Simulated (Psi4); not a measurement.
Dimer: CO2 (SMILES O=C=O) (first 3 atoms) with H2 (SMILES [H][H]); geometry from B3LYP-D3(BJ)/def2-TZVP.
(charge 0, multiplicity 1):
```csv
atom,x (Å),y (Å),z (Å)
O,0.5027,-0.4889,-0.9578
C,-0.0085,0.0742,-0.0826
O,-0.5200,0.6378,0.7927
H,-0.1043,0.0391,3.5044
H,0.1301,-0.2623,4.1433
```

The numbers are results of SAPT0/jun-cc-pV(D+d)Z (Psi4 1.11), not measurements.

Give the four SAPT terms and the total, and say what mostly holds the pair together.

electrostatics -0.34, exchange 0.46, induction -0.05, dispersion -0.27, total -0.21 kcal/mol; the largest attraction is electrostatics.
